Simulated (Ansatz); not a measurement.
```yaml
crystal:
  periodic: [false, false, false]
  atoms:
    - {symbol: O, position_ang: [1.109764, -2.133953, 0.278216]}
    - {symbol: C, position_ang: [0.592920, -1.038066, 0.392627]}
    - {symbol: Si, position_ang: [1.234337, 0.677332, 1.183462]}
    - {symbol: Si, position_ang: [-0.903131, -0.128319, -0.319827]}
    - {symbol: Cl, position_ang: [-1.142125, 0.534999, -2.247546]}
    - {symbol: H, position_ang: [-0.340416, 1.190413, 0.512391]}
    - {symbol: H, position_ang: [1.766022, 0.959480, -0.228251]}
    - {symbol: H, position_ang: [-2.245902, -0.135705, 0.303344]}
basis:
  gaussian: {orbitals: "6-311G**", fitting: {mean_field: def2-universal-jkfit}}
magnetization: {spin_polarized: true, initial_magnetization: 0}
hamiltonian: {xc: {name: CAM-B3LYP}, dispersion: d3bjatm}
output: {forces: true}
```

```sh
$ ansatz run in.yaml --threads 2 --pin off --events-out ev --progress --plain --max-ram 4352MiB
```

(1) How does Ansatz answer? (Best estimate.)

Answers

(1) Ansatz gave: The program refused the input.
```
Error: <dir> can't be read: No such file or directory (os error 2)
```
